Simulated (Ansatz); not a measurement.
Relaxation of ClF2H6NOSi (12 atoms, charge 0, multiplicity 1), to a largest force component of 0.03 eV/Å in at most 50 steps.

Theory: RKS PBE0/6-31G* (Ansatz 0.2.0).

```xyz
12
Properties=species:S:1:pos:R:3
Si -1.076 0.713 -0.834
Cl 2.343 0.445 -0.997
F -0.992 1.076 -2.387
F -2.613 0.835 -0.409
H -0.287 1.684 -0.065
H 0.409 -0.820 1.593
N -0.653 -0.970 -0.459
H 2.246 0.191 0.287
O 1.133 -0.469 2.139
H -1.423 -1.621 -0.572
H 0.176 -1.331 -0.919
H 0.736 0.269 2.624
```

Task: Where does it end, and by what steps?

Result: It converged. The force dipped under the threshold on the way, but the program's further checks kept it going. After 26 steps the energy has fallen by 0.325 eV; F3 moved furthest, 1.23 Å.

```tsv
step	energy less start (eV)	largest force component (eV/Å)	accepted
0	0.0000	1.303	yes
1	-0.1370	0.695	yes
2	-0.2490	0.733	yes
3	-0.2864	0.294	yes
4	-0.2971	0.491	yes
5	-0.3042	0.208	yes
6	-0.3086	0.098	yes
7	-0.3123	0.085	yes
8	-0.3139	0.104	yes
9	-0.3166	0.139	yes
10	-0.3185	0.103	yes
11	-0.3199	0.102	yes
12	-0.3215	0.083	yes
13	-0.3224	0.060	yes
14	-0.3230	0.093	yes
15	-0.3235	0.095	yes
16	-0.3239	0.111	yes
17	-0.3240	0.096	yes
18	-0.3244	0.057	yes
19	-0.3246	0.027	yes
20	-0.3248	0.028	yes
21	-0.3249	0.031	yes
22	-0.3250	0.049	yes
23	-0.3249	0.094	no
24	-0.3252	0.026	yes
25	-0.3252	0.117	no
26	-0.3254	0.014	yes
```

```xyz
12
Properties=species:S:1:pos:R:3
Si -1.241 0.752 -0.911
Cl 2.878 0.204 -0.182
F -2.154 0.709 -2.221
F -2.245 1.033 0.301
H -0.238 1.823 -1.016
H 0.247 -0.718 1.178
N -0.447 -0.743 -0.590
H 2.105 -0.138 0.872
O 0.945 -0.609 1.869
H -0.971 -1.603 -0.711
H 0.473 -0.831 -1.018
H 0.648 0.121 2.430
```

Whether the end is a true minimum wasn't checked by a vibrational analysis.

Run time: 74 s on 2 threads of AMD EPYC 7R13 Processor (Zen 3), on a shared host, peak memory 0.28 GiB.
